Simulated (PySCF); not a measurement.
C₂H₈O₂SSi (SMILES CS[Si](C)(O)O), singlet, at a GFN2-xTB geometry, atoms displaced at random by about 0.08 Å a coordinate; B3LYP/STO-3G, gradient by finite differences (PySCF).

Input for PySCF:
```python
from pyscf import gto, scf, dft

mol = gto.M(
    atom='''
C     1.422442    1.800638    0.669075
S     1.391064   -0.050228    0.189725
Si   -0.736680   -0.437779   -0.177124
C    -1.668189    0.102626    1.130354
O    -0.528779   -1.844466   -0.772088
O    -0.960327    0.581244   -1.523573
H     0.816150    2.074072    1.506795
H     2.567758    2.174284    0.812017
H     0.865203    2.194939   -0.125115
H    -2.619585   -0.433990    1.073919
H    -1.873057    1.353397    1.284574
H    -1.259746   -0.416848    2.120052
H    -0.295753   -2.613615   -0.324368
H    -0.719500    0.176226   -2.371964
''',
    basis='sto-3g',
    charge=0,
    spin=0,
    verbose=4,
)

mf = dft.RKS(mol)
mf.xc = 'b3lyp'
mf.conv_tol = 1e-11
mf.kernel()
scan, done = mf.as_scanner(), []
scan.scf_summary = {}
def energy(d):
    c = mol.atom_coords()
    c[3, 0] += d
    e = scan(mol.set_geom_(c, unit='Bohr', inplace=False))
    done.append(scan.converged)
    return e
h = 0.05
fd = (energy(h) - energy(-h)) / (2 * h)
print('dE/dx =', fd)
```

Question: Predict the main parts of the log of this PySCF run.

Answer: 
```
PySCF version 2.14.0

[INPUT] verbose = 4
[INPUT] num. atoms = 14
[INPUT] num. electrons = 66
[INPUT] charge = 0
[INPUT] spin (= nelec alpha-beta = 2S) = 0
[INPUT] symmetry False subgroup None
[INPUT] Mole.unit = angstrom
[INPUT] Symbol           X                Y                Z      unit          X                Y                Z       unit  Magmom
[...]
nuclear repulsion = 405.652035474724
number of shells = 30
number of NR pGTOs = 138
number of NR cGTOs = 46
basis = sto-3g
ecp = {}

******** <class 'pyscf.dft.rks.RKS'> ********
method = RKS
initial guess = minao
damping factor = 0
level_shift factor = 0
DIIS = <class 'pyscf.scf.diis.CDIIS'>
diis_start_cycle = 1
diis_space = 8
diis_damp = 0
SCF conv_tol = 1e-11
SCF conv_tol_grad = None
SCF max_cycles = 50
direct_scf = True
direct_scf_tol = 1e-13
XC library pyscf.dft.libxc version 7.1.2
    S. Lehtola, C. Steigemann, M. J. T. Oliveira, and M. A. L. Marques,  SoftwareX 7, 1–5 (2018)
XC functionals = b3lyp
    P. J. Stephens, F. J. Devlin, C. F. Chabalowski, and M. J. Frisch,  J. Phys. Chem. 98, 11623 (1994)
radial grids:
    Treutler-Ahlrichs [JCP 102, 346 (1995); DOI:10.1063/1.469408] (M4) radial grids

becke partition: Becke, JCP 88, 2547 (1988); DOI:10.1063/1.454033
pruning grids: <function nwchem_prune>
grids dens level: 3
symmetrized grids: False
atomic radii adjust function: <function treutler_atomic_radii_adjust>
small_rho_cutoff = 0
Set gradient conv threshold to 3.16228e-06
Initial guess from minao.
tot grids = 172928
init E= -908.618928331032
[...]
cycle= 1 E= -908.052883437151  delta_E= 0.566  |g|= 0.78  |ddm|= 4.53
[...]
cycle= 2 E= -908.044232771824  delta_E= 0.00865  |g|= 0.856  |ddm|= 2.57
[...]
cycle= 3 E= -908.280013664939  delta_E= -0.236  |g|= 0.109  |ddm|= 1.46
[...]
cycle= 4 E= -908.284294420048  delta_E= -0.00428  |g|= 0.0312  |ddm|= 0.24
[...]
cycle= 5 E= -908.284608648887  delta_E= -0.000314  |g|= 0.00738  |ddm|= 0.0545
[...]
cycle= 6 E= -908.28462621107  delta_E= -1.76e-05  |g|= 0.00193  |ddm|= 0.0139
[...]
cycle= 7 E= -908.28462749611  delta_E= -1.29e-06  |g|= 0.000372  |ddm|= 0.00352
[...]
cycle= 8 E= -908.284627545975  delta_E= -4.99e-08  |g|= 0.00012  |ddm|= 0.000878
[...]
cycle= 9 E= -908.284627551782  delta_E= -5.81e-09  |g|= 1.12e-05  |ddm|= 0.000243
[...]
cycle= 10 E= -908.284627551838  delta_E= -5.59e-11  |g|= 1.85e-06  |ddm|= 2.72e-05
[...]
cycle= 11 E= -908.284627551837  delta_E= 2.27e-13  |g|= 1.6e-06  |ddm|= 5.41e-06
[...]
Extra cycle  E= -908.284627551838  delta_E= -6.82e-13  |g|= 1.77e-06  |ddm|= 5.03e-06
converged SCF energy = -908.284627551838
Create scanner for <class 'pyscf.dft.rks.RKS'>

WARN: Mole.unit (angstrom) is changed to Bohr

New geometry
   1 C      1.422442000000   1.800638000000   0.669075000000 AA    2.688025808079   3.402712669485   1.264368506793 Bohr
   2 S      1.391064000000  -0.050228000000   0.189725000000 AA    2.628729981742  -0.094917163785   0.358528288983 Bohr
   3 Si    -0.736680000000  -0.437779000000  -0.177124000000 AA   -1.392123441445  -0.827282413086  -0.334715850087 Bohr
   4 C     -1.641730139454   0.102626000000   1.130354000000 AA   -3.102420334012   0.193935033260   2.136059483807 Bohr
   5 O     -0.528779000000  -1.844466000000  -0.772088000000 AA   -0.999247490421  -3.485535586072  -1.459034864063 Bohr
   6 O     -0.960327000000   0.581244000000  -1.523573000000 AA   -1.814755020025   1.098391971547  -2.879135700782 Bohr
   7 H      0.816150000000   2.074072000000   1.506795000000 AA    1.542299976564   3.919428042629   2.847429875864 Bohr
   8 H      2.567758000000   2.174284000000   0.812017000000 AA    4.852359374161   4.108801277024   1.534489738491 Bohr
   9 H      0.865203000000   2.194939000000  -0.125115000000 AA    1.634996712152   4.147833570127  -0.236433084075 Bohr
  10 H     -2.619585000000  -0.433990000000   1.073919000000 AA   -4.950298210019  -0.820122240800   2.029412789967 Bohr
  11 H     -1.873057000000   1.353397000000   1.284574000000 AA   -3.539564745699   2.557549667808   2.427493046737 Bohr
  12 H     -1.259746000000  -0.416848000000   2.120052000000 AA   -2.380574926516  -0.787728555573   4.006317649836 Bohr
  13 H     -0.295753000000  -2.613615000000  -0.324368000000 AA   -0.558892170518  -4.939016545055  -0.612966683573 Bohr
  14 H     -0.719500000000   0.176226000000  -2.371964000000 AA   -1.359657946625   0.333018876028  -4.482362337328 Bohr

******** <class 'pyscf.scf.hf.RKS_Scanner'> ********
method = RKS_Scanner
initial guess = minao
damping factor = 0
level_shift factor = 0
DIIS = <class 'pyscf.scf.diis.CDIIS'>
diis_start_cycle = 1
diis_space = 8
diis_damp = 0
SCF conv_tol = 1e-11
SCF conv_tol_grad = None
SCF max_cycles = 50
direct_scf = True
direct_scf_tol = 1e-13
XC library pyscf.dft.libxc version 7.1.2
    S. Lehtola, C. Steigemann, M. J. T. Oliveira, and M. A. L. Marques,  SoftwareX 7, 1–5 (2018)
XC functionals = b3lyp
    P. J. Stephens, F. J. Devlin, C. F. Chabalowski, and M. J. Frisch,  J. Phys. Chem. 98, 11623 (1994)
radial grids:
    Treutler-Ahlrichs [JCP 102, 346 (1995); DOI:10.1063/1.469408] (M4) radial grids

becke partition: Becke, JCP 88, 2547 (1988); DOI:10.1063/1.454033
pruning grids: <function nwchem_prune>
grids dens level: 3
symmetrized grids: False
atomic radii adjust function: <function treutler_atomic_radii_adjust>
small_rho_cutoff = 0
Set gradient conv threshold to 3.16228e-06
tot grids = 172928
init E= -908.27544575585
[...]
cycle= 1 E= -908.280371959869  delta_E= -0.00493  |g|= 0.0087  |ddm|= 0.0548
[...]
cycle= 2 E= -908.280390169191  delta_E= -1.82e-05  |g|= 0.00701  |ddm|= 0.0253
[...]
cycle= 3 E= -908.280405197236  delta_E= -1.5e-05  |g|= 0.00147  |ddm|= 0.0115
[...]
cycle= 4 E= -908.280405918034  delta_E= -7.21e-07  |g|= 0.000137  |ddm|= 0.00233
[...]
cycle= 5 E= -908.280405924216  delta_E= -6.18e-09  |g|= 4.69e-05  |ddm|= 0.00031
[...]
cycle= 6 E= -908.280405924942  delta_E= -7.26e-10  |g|= 1.31e-05  |ddm|= 8.43e-05
[...]
cycle= 7 E= -908.280405925002  delta_E= -6.03e-11  |g|= 2.58e-06  |ddm|= 2.29e-05
[...]
cycle= 8 E= -908.280405925005  delta_E= -3.41e-12  |g|= 6.28e-07  |ddm|= 4.34e-06
[...]
Extra cycle  E= -908.280405925004  delta_E= 1.59e-12  |g|= 6.63e-07  |ddm|= 2.45e-06
converged SCF energy = -908.280405925004

WARN: Mole.unit (angstrom) is changed to Bohr

New geometry
   1 C      1.422442000000   1.800638000000   0.669075000000 AA    2.688025808079   3.402712669485   1.264368506793 Bohr
   2 S      1.391064000000  -0.050228000000   0.189725000000 AA    2.628729981742  -0.094917163785   0.358528288983 Bohr
   3 Si    -0.736680000000  -0.437779000000  -0.177124000000 AA   -1.392123441445  -0.827282413086  -0.334715850087 Bohr
   4 C     -1.694647860546   0.102626000000   1.130354000000 AA   -3.202420334012   0.193935033260   2.136059483807 Bohr
   5 O     -0.528779000000  -1.844466000000  -0.772088000000 AA   -0.999247490421  -3.485535586072  -1.459034864063 Bohr
   6 O     -0.960327000000   0.581244000000  -1.523573000000 AA   -1.814755020025   1.098391971547  -2.879135700782 Bohr
   7 H      0.816150000000   2.074072000000   1.506795000000 AA    1.542299976564   3.919428042629   2.847429875864 Bohr
   8 H      2.567758000000   2.174284000000   0.812017000000 AA    4.852359374161   4.108801277024   1.534489738491 Bohr
   9 H      0.865203000000   2.194939000000  -0.125115000000 AA    1.634996712152   4.147833570127  -0.236433084075 Bohr
  10 H     -2.619585000000  -0.433990000000   1.073919000000 AA   -4.950298210019  -0.820122240800   2.029412789967 Bohr
  11 H     -1.873057000000   1.353397000000   1.284574000000 AA   -3.539564745699   2.557549667808   2.427493046737 Bohr
  12 H     -1.259746000000  -0.416848000000   2.120052000000 AA   -2.380574926516  -0.787728555573   4.006317649836 Bohr
  13 H     -0.295753000000  -2.613615000000  -0.324368000000 AA   -0.558892170518  -4.939016545055  -0.612966683573 Bohr
  14 H     -0.719500000000   0.176226000000  -2.371964000000 AA   -1.359657946625   0.333018876028  -4.482362337328 Bohr

******** <class 'pyscf.scf.hf.RKS_Scanner'> ********
method = RKS_Scanner
initial guess = minao
damping factor = 0
level_shift factor = 0
DIIS = <class 'pyscf.scf.diis.CDIIS'>
diis_start_cycle = 1
diis_space = 8
diis_damp = 0
SCF conv_tol = 1e-11
SCF conv_tol_grad = None
SCF max_cycles = 50
direct_scf = True
direct_scf_tol = 1e-13
XC library pyscf.dft.libxc version 7.1.2
    S. Lehtola, C. Steigemann, M. J. T. Oliveira, and M. A. L. Marques,  SoftwareX 7, 1–5 (2018)
XC functionals = b3lyp
    P. J. Stephens, F. J. Devlin, C. F. Chabalowski, and M. J. Frisch,  J. Phys. Chem. 98, 11623 (1994)
radial grids:
    Treutler-Ahlrichs [JCP 102, 346 (1995); DOI:10.1063/1.469408] (M4) radial grids

becke partition: Becke, JCP 88, 2547 (1988); DOI:10.1063/1.454033
pruning grids: <function nwchem_prune>
grids dens level: 3
symmetrized grids: False
atomic radii adjust function: <function treutler_atomic_radii_adjust>
small_rho_cutoff = 0
Set gradient conv threshold to 3.16228e-06
tot grids = 172928
init E= -908.297618947706
[...]
cycle= 1 E= -908.287147778724  delta_E= 0.0105  |g|= 0.0173  |ddm|= 0.108
[...]
cycle= 2 E= -908.287216235042  delta_E= -6.85e-05  |g|= 0.0143  |ddm|= 0.05
[...]
cycle= 3 E= -908.287280125026  delta_E= -6.39e-05  |g|= 0.00273  |ddm|= 0.0231
[...]
cycle= 4 E= -908.287282547891  delta_E= -2.42e-06  |g|= 0.00036  |ddm|= 0.0045
[...]
cycle= 5 E= -908.287282593752  delta_E= -4.59e-08  |g|= 8.68e-05  |ddm|= 0.000771
[...]
cycle= 6 E= -908.287282596134  delta_E= -2.38e-09  |g|= 3.15e-05  |ddm|= 0.000165
[...]
cycle= 7 E= -908.287282596466  delta_E= -3.32e-10  |g|= 4.86e-06  |ddm|= 5.28e-05
[...]
cycle= 8 E= -908.287282596475  delta_E= -8.64e-12  |g|= 1.4e-06  |ddm|= 8.97e-06
[...]
Extra cycle  E= -908.287282596476  delta_E= -1.59e-12  |g|= 1.46e-06  |ddm|= 5.55e-06
converged SCF energy = -908.287282596476
dE/dx = 0.0687667147258253
```
